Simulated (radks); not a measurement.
Sr, configuration [Ar] 3d10 4s2 5s2 4p(up 3, down 3). All-electron calculation, scalar-relativistic Kohn-Sham, LDA (Slater exchange, Perdew-Wang correlation), spin-polarised, spherical densities, finite nucleus; Fermi nuclear charge, rms radius 4.224 fm. Program: a radial shooting solver on a logarithmic mesh with Libxc functionals.

Normalised radial functions P(r) = r R(r), r in bohr:

r             3d       4s       4p
0.003188  0.0000   0.0712   0.0025
0.00499   0.0001   0.1018   0.0056
0.007747  0.0005   0.1383   0.0123
0.01203   0.0017   0.1749   0.0264
0.01868   0.0057   0.1941   0.0548
0.029     0.0185   0.1631   0.1061
0.04539   0.0580   0.0400   0.1852
0.07048   0.1619  -0.1669   0.2638
0.1094    0.3958  -0.3235   0.2571
0.1699    0.8017  -0.1730   0.0488
0.2638    1.2563   0.3025  -0.3106
0.4097    1.4079   0.4900  -0.4200
0.6412    1.0325  -0.1533   0.0706
0.9956    0.4502  -0.9052   0.7346
1.546     0.0968  -0.8319   0.8481
2.4       0.0076  -0.3041   0.4410
3.727     0.0001  -0.0406   0.1037
5.833     0.0000  -0.0013   0.0082
9.058     0.0000  0.0000   0.0001
14.06     0.0000  0.0000   0.0000

3d: eigenvalue -128.23 eV, 0 radial nodes, <r> = 0.499 bohr, 90 % of the charge inside 0.809 bohr. 4s: eigenvalue -40.918 eV, 3 radial nodes at r = 0.0500, 0.203, 0.594 bohr, <r> = 1.36 bohr, 90 % of the charge inside 1.99 bohr. 4p: eigenvalue -22.860 eV, 2 radial nodes at r = 0.181, 0.613 bohr, <r> = 1.57 bohr, 90 % of the charge inside 2.36 bohr.
